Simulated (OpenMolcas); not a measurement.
## Cr3+: effect of the IPEA shift

```json
{
  "Program": "OpenMolcas 26.06",
  "Basis": "ANO-RCC-VTZP [6s5p3d2f1g]",
  "Scalar Hamiltonian": "DKH2, point nucleus",
  "Active space": "3 electrons in 10 orbitals (3d 4d)",
  "State averaging": "2S+1 = 4 even, 10 roots; 2S+1 = 2 even, 40 roots",
  "Spin-orbit coupling": "RASSI with atomic mean-field integrals over the reference wave functions, term energies averaged over their components"
}
```

Methods on the same reference wave functions:
A. CASSCF
B. MS-CASPT2, IPEA 0 Eh, imaginary shift 0.1 Eh (closed shells correlated: 3s 3p)
C. MS-CASPT2, IPEA 0.25 Eh, imaginary shift 0.1 Eh (closed shells correlated: 3s 3p)

Energies in cm-1 above 3d3 4F 3/2, the measured ground level; measured values from Sugar and Corliss, J. Phys. Chem. Ref. Data 6, 317 (1977).

```
        Level      A      B      C  Measured
   3d3 4F 3/2    0.0    0.0    0.0       0.0
   3d3 4F 5/2    247    248    248       236
   3d3 4F 7/2    585    587    587       556
   3d3 4F 9/2   1009   1009   1009       946
   3d3 4P 1/2  17399  14670  14770     14059
   3d3 4P 3/2  17515  14780  14880     14177
   3d3 2G 7/2  17571  15220  15520     15052
   3d3 4P 5/2  17808  15080  15180     14471
   3d3 2G 9/2  17935  15590  15890     15402
   3d3 2H 9/2  23246  21590  21780     21066
   3d3 2P 1/2  23321  19790  20090     19519
   3d3 2P 3/2  23430  19800  20110          
  3d3 2H 11/2  23533  21880  22070     21321
3d3 2D 3/2(1)  25243  21170  21490     20650
3d3 2D 5/2(1)  25482  21290  21630     20664
   3d3 2F 7/2  40237  35270  35580     34363
   3d3 2F 5/2  40389  35420  35730     34556
3d3 2D 5/2(2)  62158  55450  55590     52975
3d3 2D 3/2(2)  62318  55590  55750     53142
```

Deviations, from unrounded energies. A percentage is the sum of absolute deviations over the sum of measured energies, with the sign that they share, or ± where signs differ.

```tsv
Against measurement	Levels	A	B	C
mean absolute deviation (cm-1)	17	3700	670	860
fine structure of the ground term (%)	3	+6.0	+6.2	+6.2
other terms of the ground configuration (%)	14	+17.9	+3.2	+4.1
```

B lies closest to measurement on these levels and A furthest from it. The largest miss of B in the table is 3d3 2D 5/2(2), by +2500 cm-1. The ranking rests on the paired levels alone, and a cruder setting can come out closer through cancelling errors.

Between B and C the level of the table that moves most is 3d3 2D 5/2(1), by 340 cm-1 (lowest in B, highest in C). Moves below CASPT2's spread within the term are not significant.

The mean deviations of B to C differ by less than CASPT2's widest spread within a term (830 cm-1), so their order carries little weight.

From A to B the spin-free energies of the other terms of 3d3 shown, above 4F, scale by factors of 0.83 to 0.93, as is usual when dynamic correlation screens the repulsion within a d or f shell.

The lowest spin-free term lies below A's lowest term by 0.331 hartree in B, 0.325 hartree in C.

CASPT2 breaks the degeneracy within a term, and the mean is taken; among the terms shown or strongly mixed into the levels shown the widest spread is 830 cm-1 (3d3 4F, B). Active for correlation alone: 4d; no level in the range computed is led by a configuration that fills it, so any true level of that kind is missing. Without dynamic correlation excited terms often stand tens of per cent too high (terms of higher spin than the ground term too low), and those without a measured partner can miss by more than the paired ones (holds for A). Measured partners are found by configuration, term and J. A level has none where our copy of the source lacks it or the pairing is in doubt (some pairs that miss far off the trend of their configuration count as doubtful), and it then counts in no deviation. Levels of configurations outside the active space are missing.

A number in round brackets counts repeated terms of one configuration in the order of the reference energies.
